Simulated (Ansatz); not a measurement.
`CO[SiH](F)C#N` + CH₃OH → `CO[SiH](C#N)OC` + H–F  (ligand exchange at the Si–F bond)

Computed with Ansatz on PBE0-D4/def2-TZVP structures; ΔE is electronic, products minus reactants. CBS: MP2 limit from def2 TZ/QZ plus the TZ coupled-cluster correction, frozen cores. This one scheme is used for every species. Each species was taken in one conformer, which may not be the lowest.

```json
{"level": "CCSD/def2-TZVPP", "ΔE (kcal/mol)": "10.2"}
{"level": "CCSD(T)/def2-TZVPP", "ΔE (kcal/mol)": "9.8"}
```

What does CCSD(T)/CBS give? (Best estimate.)

Computed: +9.7 kcal/mol. The listed levels differ from it by 0.5, 0.1 kcal/mol.

Largest T1 diagnostic among the species: 0.013.

The D4 term adds −2.0 kcal/mol with B3LYP and −1.2 kcal/mol with PBE0; it sums over pairs of atoms, weighted by their polarisabilities, and B3LYP, whose exchange is more repulsive, gets the larger term. In def2-TZVPP, CCSD(T) changes the Hartree–Fock value by −2.2 kcal/mol (the triples alone add −0.4 kcal/mol) and MP2 by −2.9 kcal/mol.

B3LYP here is the variant with VWN-RPA as its local correlation; programs differ in this.
